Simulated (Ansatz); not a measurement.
Species: CuI, net charge 0, singlet state. 
Coordinates optimised at B3LYP-D3(BJ)/def2-TZVP (Ansatz, a first-principles code):
```
Cu
I 1 2.3956
```

Property: vertical ionisation energy (to the doublet state of charge +1; each state is the SCF solution reached for its spin; for the singlet T1 is 0.026), in eV. Valence correlation only, unless marked. UHF or UKS for open shells. No spin-orbit coupling. Frozen are the shells of the preceding noble gas and the d and f shells that filled before the atom's block. In def2 rows, elements after Kr have scalar-relativistic effective core potentials. CBS(X,Y): correlation extrapolated as X^-3; Hartree-Fock from the larger set.

```json
[
 {"level": "PBE/def2-TZVPD", "program": "Ansatz", "vertical ionisation energy (eV)": "8.97", "minus last row": "-0.19"},
 {"level": "BHLYP/def2-TZVPD", "program": "Ansatz", "vertical ionisation energy (eV)": "8.93", "minus last row": "-0.23"},
 {"level": "CAM-B3LYP/def2-TZVPD", "program": "Ansatz", "vertical ionisation energy (eV)": "9.09", "minus last row": "-0.07"},
 {"level": "wB97X-V/def2-TZVPD", "program": "Ansatz", "vertical ionisation energy (eV)": "9.00", "minus last row": "-0.16"},
 {"level": "CCSD/def2-TZVPPD", "program": "Ansatz", "vertical ionisation energy (eV)": "8.81", "minus last row": "-0.35"},
 {"level": "CCSD(T)/def2-QZVPPD", "program": "Ansatz", "vertical ionisation energy (eV)": "9.04", "minus last row": "-0.12"},
 {"level": "CCSD(T)/CBS(def2-TZVPPD,def2-QZVPPD)", "program": "Ansatz", "vertical ionisation energy (eV)": "9.16", "minus last row": "0.00"}
]
```
